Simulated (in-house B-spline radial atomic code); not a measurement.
## Yb XIX (Yb18+): [Ne] 3s1 3p6 3d10 4s2 4p6 4d10 4f7 (with a hole in an inner shell)

All numbers are computed (Dirac-Hartree-Fock, average of configuration; Fermi nucleus of rms radius 5.3108 fm) with an all-electron radial atomic-structure program (B-spline basis), not measured.

Z_r = [3n² - l(l+1)]/(2<r>); Z_e = n√(-2ε); the last column is Slater's effective charge. Values are occupation-weighted means over j. An effective charge above Z reflects the relativistic contraction of the inner shells.

```
shell  electrons   ε (eV)  <r> (bohr)    Z_r    Z_e  Slater
   1s          2   -62242     0.01966  76.30  67.64   69.70
   2s          2   -11098     0.08272  72.54  57.12   65.85
   2p          6  -9891.7     0.07373  67.81  53.93   65.85
   3s          1  -2944.1      0.2155  62.63  44.13   59.10
   3p          6  -2555.4       0.214  58.41  41.11   59.10
   3d         10  -2082.7      0.1945  53.97  37.12   49.85
   4s          2  -959.45      0.4744  50.59  33.59   43.10
   4p          6  -829.41      0.4964  46.33  31.23   43.10
   4d         10  -647.76      0.5193  40.44  27.60   31.85
   4f          7  -454.55      0.5329  33.78  23.12   22.90
```

The least bound orbital is 4f7/2 at -453.6 eV, and it is also the most diffuse (<r> = 0.5346 bohr). The part-filled 3s shell lies below the filled 4d shell in orbital energy.

Spin-orbit splittings of the orbital energies (j = l + 1/2 above j = l - 1/2 when positive): 2p 1051 eV, 3p 229.1 eV, 3d 49.61 eV, 4p 56.53 eV, 4d 11.01 eV, 4f 2.217 eV.

For the 1s electron the small component carries 6.9 % of the norm, the zero-frequency Breit interaction raises the level by 201.2 eV, self-energy by 124.3 eV, and vacuum polarisation lowers it by 22.14 eV.
